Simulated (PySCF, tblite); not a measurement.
One entry of a table of gas-phase calculations, keyed by method. Lists by class give the value and the number of equivalent atoms.

```json
{
 "formula": "C7H8N4",
 "smiles": "N#Cc1cnn(C2CCC2)n1",
 "inchi": "InChI=1S/C7H8N4/c8-4-6-5-9-11(10-6)7-2-1-3-7/h5,7H,1-3H2",
 "charge": 0,
 "multiplicity": 1,
 "geometry_level": "GFN2-xTB",
 "atoms_angstrom": [
  ["N", 5.196, 0.627, -0.374],
  ["C", 4.081, 0.379, -0.285],
  ["C", 2.728, 0.023, -0.163],
  ["C", 2.185, -1.231, 0.181],
  ["N", 0.872, -1.113, 0.177],
  ["N", 0.643, 0.138, -0.149],
  ["C", -0.675, 0.673, -0.266],
  ["C", -1.646, -0.119, -1.159],
  ["C", -2.698, -0.056, -0.042],
  ["C", -1.61, 0.423, 0.93],
  ["N", 1.706, 0.859, -0.363],
  ["H", 2.681, -2.15, 0.412],
  ["H", -0.563, 1.723, -0.54],
  ["H", -1.907, 0.347, -2.106],
  ["H", -1.284, -1.129, -1.336],
  ["H", -3.18, -0.996, 0.212],
  ["H", -3.461, 0.698, -0.224],
  ["H", -1.843, 1.292, 1.54],
  ["H", -1.235, -0.379, 1.562]
 ],
 "electronic_structure_code": "PySCF",
 "results": {
  "GFN2-xTB geometry": {
   "point_group": "Cs",
   "rotational_constants_GHz": [4.402, 0.565, 0.543]
  },
  "PBE0/pcSseg-1 ground state and GIAO shieldings, non-relativistic": {
   "dipole_D": 5.21,
   "homo_eV": -8.02,
   "lumo_eV": -1.18,
   "shift_vs_computed_TMS_C_by_class_ppm": [
    [147.3, 1],
    [125.4, 1],
    [117.3, 1],
    [57.9, 1],
    [32.0, 2],
    [14.3, 1]
   ],
   "shift_vs_computed_TMS_H_by_class_ppm": [
    [8.1, 1],
    [5.16, 1],
    [2.94, 2],
    [2.64, 2],
    [2.04, 1],
    [1.95, 1]
   ],
   "shielding_other_nuclei_by_class_ppm": [
    ["N", -110.8, 1],
    ["N", -86.2, 1],
    ["N", -59.4, 1],
    ["N", -29.9, 1]
   ],
   "charges_hirshfeld_e_by_atom": [-0.2, 0.08, 0.02, -0.01, -0.11, 0.11, 0.03, -0.07, -0.07, -0.07, -0.11, 0.08, 0.06, 0.04, 0.04, 0.04, 0.04, 0.04, 0.04]
  },
  "GFN2-xTB harmonic vibrations, gas phase": {
   "strongest_ir_bands_cm-1_km_per_mol_modes": [
    [1383.3, 36.7, 1],
    [1498.4, 65.5, 1],
    [2383.3, 248.5, 1],
    [3029.3, 30.7, 1],
    [3035.6, 49.7, 1],
    [3039.7, 55.1, 1]
   ],
   "zpe_kcal_per_mol": 92.2
  }
 }
}
```

The rotational constants make it an asymmetric top with κ = (2B − A − C)/(A − C) = -0.99, nearer the prolate limit (−1). The zero-point energy, half the sum of the 51 harmonic wavenumbers, equals 32250 cm⁻¹ or 386 kJ/mol.

Conformer computed: `[N:1]#[C:2][c:3]1[cH:4][n:5][n:6]([CH:7]2[CH2:8][CH2:9][CH2:10]2)[n:11]1`: N5–N6–C7–C8 -52°.

One conformer stands for the species.
